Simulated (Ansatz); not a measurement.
Species: CHBrCl, charge 0, multiplicity 2. It need not be the lowest isomer of its formula. 
Coordinates optimised at B3LYP-D3(BJ)/def2-TZVP (Ansatz, a quantum-chemistry and plane-wave program):
```xyz
4

Cl     1.9729     0.3383    -0.1836
C      0.4684     0.6037     0.5622
Br    -1.0522    -0.2931    -0.0531
H      0.4755     0.8828     1.6042
```
Charge 0, spin multiplicity 2.

Basis-set convergence of Hartree-Fock and CCSD correlation energies (hartree) with Ansatz. Valence correlation only, unless marked. UHF or UKS for open shells. No spin-orbit coupling. The frozen core is the preceding noble-gas configuration, with the filled d and f shells of earlier blocks. No relativistic terms.

| basis | functions | E(HF) | E(corr, CCSD) |
|---|---|---|---|
| def2-SVP | 69 | -3069.81593 | -0.40199 |
| def2-TZVPP | 135 | ? | ? |

Task: Complete the blanks.

Result: 
- def2-TZVPP, E(HF): -3070.33879
- def2-TZVPP, E(corr, CCSD): -0.53014
